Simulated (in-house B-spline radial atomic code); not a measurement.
Ionisation energies along the 18-electron series, configuration [Ne] 3s2 3p6, as differences of self-consistent energies. NIST's values go from ground level to ground level; the uncertainty of those that are theory runs from under 0.1 % in few-electron ions to several per cent in heavy many-electron ones. Computed with an all-electron radial atomic-structure program (B-spline basis): non-relativistic Hartree-Fock, average of the configuration, point nuclei.

This level leaves out relativity, spin-orbit splitting included, which matters for heavy ions.

```csv
ion,configuration after,ionisation energy (eV),IE/(q+1)² (eV),-ε less Coulomb ΔSCF (eV),tabulated value (eV),tabulated kind,computed minus tabulated (eV)
Mo24+,[Ne] 3s2 3p5,1260.6,2.0169,1.0174,1263,semi-empirical,-2
Tc25+,[Ne] 3s2 3p5,1350.6,1.998,1.0175,1354,semi-empirical,-3
Ru26+,[Ne] 3s2 3p5,1443.7,1.9804,1.0176,1447,semi-empirical,-3
Rh27+,[Ne] 3s2 3p5,1539.9,1.9641,1.0177,1544,semi-empirical,-4
Pd28+,[Ne] 3s2 3p5,1639.0,1.9489,1.0179,1644,semi-empirical,-5
Ag29+,[Ne] 3s2 3p5,1741.2,1.9346,1.0181,1747,semi-empirical,-6
Cd30+,[Ne] 3s2 3p5,1846.4,1.9213,1.0183,1852,semi-empirical,-6
In31+,[Ne] 3s2 3p5,1954.6,1.9088,1.0185,1961,semi-empirical,-6
Sn32+,[Ne] 3s2 3p5,2065.9,1.8971,1.0188,2074,semi-empirical,-8
Sb33+,[Ne] 3s2 3p5,2180.2,1.886,1.019,2190,tabulated theory,-10
Te34+,[Ne] 3s2 3p5,2297.5,1.8755,1.0193,2309,tabulated theory,-11
I35+,[Ne] 3s2 3p5,2417.9,1.8656,1.0196,2431,tabulated theory,-13
Xe36+,[Ne] 3s2 3p5,2541.2,1.8563,1.0198,2556,tabulated theory,-15
Cs37+,[Ne] 3s2 3p5,2667.6,1.8474,1.0201,2683,tabulated theory,-15
Ba38+,[Ne] 3s2 3p5,2797.1,1.839,1.0204,2814,tabulated theory,-17
La39+,[Ne] 3s2 3p5,?,?,?,?,tabulated theory,?
Ce40+,[Ne] 3s2 3p5,3065.0,1.8233,1.021,3087,tabulated theory,-22
Pr41+,[Ne] 3s2 3p5,?,?,?,?,tabulated theory,?
Nd42+,[Ne] 3s2 3p5,?,?,?,?,tabulated theory,?
Pm43+,[Ne] 3s2 3p5,3489.6,1.8025,1.0218,3519,tabulated theory,-29
Sm44+,[Ne] 3s2 3p5,3637.2,1.7961,1.0221,3669,tabulated theory,-32
Eu45+,[Ne] 3s2 3p5,3787.8,1.7901,1.0224,3823,tabulated theory,-35
```

Task: Fill in the row of La39+.

Result: ionisation energy (eV): 2929.5; IE/(q+1)² (eV): 1.8309; -ε less Coulomb ΔSCF (eV): 1.0207; tabulated value (eV): 2950; computed minus tabulated (eV): -20.

Task: Fill in the row of Pr41+.

Result: ionisation energy (eV): 3203.5; IE/(q+1)² (eV): 1.816; -ε less Coulomb ΔSCF (eV): 1.0212; tabulated value (eV): 3227; computed minus tabulated (eV): -24.

Task: Fill in the row of Nd42+.

Result: ionisation energy (eV): 3345.0; IE/(q+1)² (eV): 1.8091; -ε less Coulomb ΔSCF (eV): 1.0215; tabulated value (eV): 3371; computed minus tabulated (eV): -26.

Task: How far is this level of theory from the measured and semi-empirical values?

Result: Over those 9 rows the differences run from -8.1 to -2.43 eV (mean absolute value 4.9 eV). The calculation leaves out relativity, correlation and, in open shells, the multiplet splittings that an average leaves out.
